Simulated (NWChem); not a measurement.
System: CaH5O3Cl; SMILES [OH2]->[Ca]([OH])([Cl])<-[OH2]

```xyz
10

Ca    -0.0190    -0.1103    -0.2020
Cl     0.5619     2.3191     0.3631
O      0.5396    -2.0762     0.2357
H      0.7650    -2.8546     0.7454
O      0.3243    -1.3933    -2.1296
H      0.5365    -2.0196    -1.3505
H      0.9823    -1.5135    -2.8193
O     -2.0632     0.9217     0.3183
H     -2.8741     0.9255     0.8353
H     -1.5766     1.7601     0.4975
```
Atoms are numbered in this order, from 1.

Level: PBE0/def2-SVP (NWChem), optimised geometry, unscaled harmonic frequencies. 

```json
[
 {"frequency (cm⁻¹)": "39", "IR intensity (km/mol)": "6.6"},
 {"frequency (cm⁻¹)": "62", "IR intensity (km/mol)": "12.4"},
 {"frequency (cm⁻¹)": "80", "IR intensity (km/mol)": "5.8"},
 {"frequency (cm⁻¹)": "164", "IR intensity (km/mol)": "79.4"},
 {"frequency (cm⁻¹)": "167", "IR intensity (km/mol)": "80.9"},
 {"frequency (cm⁻¹)": "242", "IR intensity (km/mol)": "82.3"},
 {"frequency (cm⁻¹)": "266", "IR intensity (km/mol)": "65.3"},
 {"frequency (cm⁻¹)": "292", "IR intensity (km/mol)": "12.1"},
 {"frequency (cm⁻¹)": "317", "IR intensity (km/mol)": "101.0"},
 {"frequency (cm⁻¹)": "362", "IR intensity (km/mol)": "166.0"},
 {"frequency (cm⁻¹)": "375", "IR intensity (km/mol)": "58.0"},
 {"frequency (cm⁻¹)": "486", "IR intensity (km/mol)": "128.8"},
 {"frequency (cm⁻¹)": "489", "IR intensity (km/mol)": "62.9"},
 {"frequency (cm⁻¹)": "580", "IR intensity (km/mol)": "107.1"},
 {"frequency (cm⁻¹)": "618", "IR intensity (km/mol)": "221.8"},
 {"frequency (cm⁻¹)": "669", "IR intensity (km/mol)": "135.8"},
 {"frequency (cm⁻¹)": "1060", "IR intensity (km/mol)": "267.8"},
 {"frequency (cm⁻¹)": "1581", "IR intensity (km/mol)": "134.3"},
 {"frequency (cm⁻¹)": "1607", "IR intensity (km/mol)": "204.8"},
 {"frequency (cm⁻¹)": "2866", "IR intensity (km/mol)": "940.5"},
 {"frequency (cm⁻¹)": "3501", "IR intensity (km/mol)": "411.7"},
 {"frequency (cm⁻¹)": "3947", "IR intensity (km/mol)": "167.1"},
 {"frequency (cm⁻¹)": "3950", "IR intensity (km/mol)": "90.9"},
 {"frequency (cm⁻¹)": "3996", "IR intensity (km/mol)": "63.0"}
]
```

The zero-point energy is 39.6 kcal/mol, the thermal correction to the enthalpy at 298.15 K (with zero-point energy) is 46.4 kcal/mol and the heat capacity Cv is 31.5 cal/(mol K). The entropy at 298.15 K and 1 atm (symmetry number 1) comes out as 98.7 cal/(mol K) and the dipole moment is 3.92 D.

Rigid rotor and harmonic oscillator; modes under 100 cm⁻¹ make the entropy uncertain.
